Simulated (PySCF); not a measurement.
Al(Cl)2(Et) (C2H5AlCl2), SMILES C[CH2][Al]([Cl])[Cl]. Atoms are numbered in the order given.

```xyz
10

Al     0.0701     0.1868     0.0375
Cl    -0.0705    -1.6376     1.0584
Cl     0.9691     1.7728     1.0689
C     -0.6042     0.3821    -1.7683
C     -1.2183    -0.8860    -2.3792
H      0.2268     0.7579    -2.3936
H     -1.3390     1.2087    -1.7577
H     -2.0682    -1.2540    -1.7824
H     -0.4865    -1.7083    -2.4293
H     -1.5858    -0.7085    -3.4031
```
Charge 0, spin multiplicity 1.

Geometry optimised at ωB97X-D3(BJ)/def2-SVP. The structure was generated by enumeration; whether it is a known compound was not checked. The values are those of a single conformer.

All values below come from B3LYP/pcSseg-1 (PySCF).

GIAO shieldings, no solvent; atoms listed in one row are averaged. δ = σ(ref) − σ: ³⁵Cl against HCl (σ = 933.3 ppm); ¹³C against TMS (σ = 181.3 ppm); ¹H against TMS (σ = 31.68 ppm), references at their B3LYP-D3(BJ)/def2-TZVP geometries, non-relativistic (without spin–orbit terms, shifts of atoms bonded to Cl or Br come out too high).

```json
[
 {"nucleus": "³⁵Cl", "atoms": "Cl3", "count": "1", "δ (ppm)": "53.2"},
 {"nucleus": "³⁵Cl", "atoms": "Cl2", "count": "1", "δ (ppm)": "46.6"},
 {"nucleus": "¹³C", "atoms": "C5", "count": "1", "δ (ppm)": "13.2"},
 {"nucleus": "¹³C", "atoms": "C4", "count": "1", "δ (ppm)": "7.8"},
 {"nucleus": "¹H", "atoms": "H8, H9, H10", "count": "3", "δ (ppm)": "1.44"},
 {"nucleus": "¹H", "atoms": "H6, H7", "count": "2", "δ (ppm)": "0.77"}
]
```
